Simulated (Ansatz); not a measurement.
`FC[SiH](F)F` + `O[SiH3]` → `F[SiH](F)O[SiH3]` + `CF` at 400 K and 1 bar (ligand exchange at the Si–C bond).

Computed with Ansatz on PBE0-D4/def2-TZVP structures; ΔE is electronic, products minus reactants. CBS: MP2 limit from def2 TZ/QZ plus the TZ coupled-cluster correction, frozen cores. This one scheme is used for every species. One conformer a species, not always the lowest.

| species | CCSD(T)/CBS energy (Eh) | H − E (kJ/mol) | S (J/(mol·K)) |
| --- | --- | --- | --- |
| `FC[SiH](F)F` | -628.43886 | 145.8 | 358.4 |
| `O[SiH3]` | -366.69042 | 120.0 | 276.4 |
| `F[SiH](F)O[SiH3]` | -855.55648 | 152.3 | 409.5 |
| `CF` | -139.63461 | 117.5 | 234.3 |

H − E and S are ideal-gas, rigid-rotor, harmonic terms from PBE0-D4/def2-TZVP, for one conformer and one mirror image of each species. 1 Eh = 2625.50 kJ/mol, R = 8.31446 J/(mol·K).

By hand: ΔE, ΔH, ΔS and ΔG.

ΔE = (-855.55648) + (-139.63461) − (-628.43886) − (-366.69042) = -0.06181 Eh = -162.3 kJ/mol. Δ(H − E) = 152.3 + 117.5 − 145.8 − 120.0 = 4.0, so ΔH = -158.3 kJ/mol. ΔS = 409.5 + 234.3 − 358.4 − 276.4 = 9.0 J/(mol·K). ΔG = -158.3 − 400 × (9.0)/1000 = -161.9 kJ/mol.

By hand: the equilibrium constant, and the temperature at which ΔG would vanish if ΔH and ΔS stayed fixed.

log₁₀ K = −ΔG/(RT ln 10) = 21.1. ΔH and −TΔS have one sign here, so there is no such temperature.

The number of gas molecules stays the same, so ΔS is small and ΔH decides. A doubt of 5 kJ/mol in ΔE shifts log₁₀ K by 0.7 here. Other conformers and mirror images would add mixing entropy, several J/(mol·K) or more a flexible species. Modes under 60 cm⁻¹, often nearly free rotors, make the harmonic entropy too high. These are equilibria of isolated gas molecules and say nothing of rates. Largest T1 diagnostic: 0.012 (customary marks: 0.02 for closed shells, 0.045 for open ones).

ΔS is within the doubt of such terms, so its sign, and with it that verdict, could turn.
